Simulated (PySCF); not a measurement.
**The third ionisation energy along group 14**

All values are computed (PySCF 2.14, energy differences of UHF-based or UKS calculations, no spin-orbit coupling). Values in eV. The last column holds reference values (NIST; (s) semi-empirical, (t) theoretical, else measured). Unmarked ones compare directly (S terms, centres of terms, or small fine structure); those marked * lie between the lowest fine-structure levels and include a spin-orbit shift.

| element | configurations | UHF | SCS-MP2 (valence) | CCSD(T) (valence) | CCSDT (valence) | LDA | PBE0 | reference |
| --- | --- | --- | --- | --- | --- | --- | --- | --- |
| C (aug-cc-pVQZ, non-relativistic) | [He] 2s2 → [He] 2s1 | 45.779 | 47.271 | 47.810 | 47.810 | 46.945 | 47.037 | 47.888 |
| Si (aug-cc-pV(Q+d)Z, non-relativistic) | [Ne] 3s2 → [Ne] 3s1 | 31.957 | 33.044 | 33.196 | 33.196 | 33.534 | 33.251 | 33.493 |
| Ge (aug-cc-pVQZ-PP with ECP10MDF, ECP) | [Ar] 3d10 4s2 → [Ar] 3d10 4s1 | 32.191 | 33.176 | 33.292 | 33.292 | 34.758 | 33.952 | 34.058 |
| Sn (aug-cc-pVQZ-PP with ECP28MDF, ECP) | [Kr] 4d10 5s2 → [Kr] 4d10 5s1 | 28.535 | 29.386 | 29.484 | 29.484 | 31.279 | 30.420 | 30.506 |
| Pb (aug-cc-pVQZ-PP with ECP60MDF, ECP) | [Xe] 4f14 5d10 6s2 → [Xe] 4f14 5d10 6s1 | 29.766 | 30.477 | 30.532 | 30.532 | 32.606 | 31.752 | 31.937 |

Problem. Which of these methods has the smallest mean absolute error against the measured values here?

Solution. PBE0, with 0.294 eV.

```tsv
method	elements	mean error (eV)	mean absolute error (eV)	largest error (eV)
UHF	5	-1.931	1.931	-2.172
SCS-MP2 (valence)	5	-0.906	0.906	-1.460
CCSD(T) (valence)	5	-0.714	0.714	-1.405
CCSDT (valence)	5	-0.714	0.714	-1.405
LDA	5	0.248	0.625	-0.943
PBE0	5	-0.294	0.294	-0.850
```

Errors include the incompleteness of the basis and the frozen core.

"Valence" correlates the outer s and p shells and, in groups 3 to 12 and the f block, the outer d or f shell, open or full, or the next shell where the ion has no valence electron left; the wider scheme adds the next inner shell.
